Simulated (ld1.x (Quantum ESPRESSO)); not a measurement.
**Al (Z = 13): excitation energies, all-electron against ultrasoft**

ld1.x (Quantum ESPRESSO) 7.5 input, shortened:

```
&input
   title='Al', zed=13., rel=1, dft='PW91', iswitch=3,
   config='[Ne] 3s2 3p0 3d-2'
 /
 &inputp
   pseudotype=3, tm=.true., lloc=-1, rcloc=1.85,
   nlcc=.true., rcore=1.55,
   which_augfun='PSQ', rmatch_augfun=1.55
 /
6
3S  1  0   2.00   0.00  1.80  2.05  0.0
3S  1  0   0.00   3.00  1.80  2.05  0.0
3P  2  1   0.00   0.00  1.90  2.25  0.0
3P  2  1   0.00  -0.25  1.90  2.25  0.0
3D  3  2  -2.00  -0.20  1.85  2.15  0.0
3D  3  2  -2.00   1.70  1.85  2.15  0.0
 &test
   configts(1)='3s2 3p0'
 /
```

Energies are relative to the spin-unpolarised reference configuration 3s2 3p0; without spin polarisation the order of configurations can differ from experiment.

```
valence configuration  charge  ΔE all-electron (eV)  error AE − PS (meV)
              3s2 3p1       0                -5.803                 +1.0
              3s1 3p0      +2                19.278                 +3.0
            3s2 3p0.5    +0.5                -3.699                 +0.4
              3s1 3p2       0                -0.653                 +1.3
              3s1 3p1      +1                 5.813                 -0.4
            3s2 3p1.3    -0.3                -6.386                 +1.3
```

(1) What are ΔE and the potential's error for 3s0 3p3?

Levels in the configuration 3s0 3p3:

```csv
level,all-electron (eV),pseudo (eV)
3p,-3.918,-3.919
```

## Answers

(1) ΔE = 4.666 eV all-electron; the error (AE − PS) is +3.1 meV.
